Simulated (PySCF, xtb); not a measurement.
C4H7FSi, SMILES C[SiH2]C(F)=C=C.

GFN2-xTB (xtb 6.7.1) at its own geometry gives an orbital gap of 4.55 eV and a dipole moment of 2.70 D.

Geometry optimised at r2SCAN-D4/def2-SVP. This is a generated structure with no PubChem entry under its InChIKey; it may be hypothetical. Other conformers were not sampled.

What does CAM-B3LYP/def2-TZVP in PySCF give? (Estimate from the structure and the level; the computed values follow.)

gap 9.13 eV (levels -8.74 and 0.38 eV), dipole 1.63 D.
